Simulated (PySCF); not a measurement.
CH5S, SMILES [SH2+]C, charge +1. Atoms are numbered in the order given.

```xyz
7

C     -1.2002    -0.0293     0.0000
S      0.6207     0.1112     0.0000
H     -1.5395     0.4936     0.8923
H     -1.5395     0.4936    -0.8923
H     -1.5023    -1.0718     0.0000
H      0.9256    -0.7596     0.9898
H      0.9256    -0.7596    -0.9898
```
Charge +1, spin multiplicity 1.

Geometry: B3LYP-D3(BJ)/def2-TZVP. The isomer is the one that the SMILES or the coordinates give; other isomers of the formula were not compared.

All values below come from PBE0/pcSseg-2 run with PySCF.

GIAO shieldings, no solvent; atoms alike by connectivity are averaged. δ = σ(ref) − σ: ¹³C against TMS (σ = 186.1 ppm); ³³S against H2S (σ = 711.3 ppm); ¹H against TMS (σ = 31.54 ppm), references at their B3LYP-D3(BJ)/def2-TZVP geometries, non-relativistic.

Computed chemical shifts:
```json
[
 {"nucleus": "¹³C", "atoms": "C1", "count": "1", "δ (ppm)": "17.5"},
 {"nucleus": "³³S", "atoms": "S2", "count": "1", "δ (ppm)": "164.9"},
 {"nucleus": "¹H", "atoms": "H6, H7", "count": "2", "δ (ppm)": "5.80"},
 {"nucleus": "¹H", "atoms": "H3, H4, H5", "count": "3", "δ (ppm)": "3.23"}
]
```
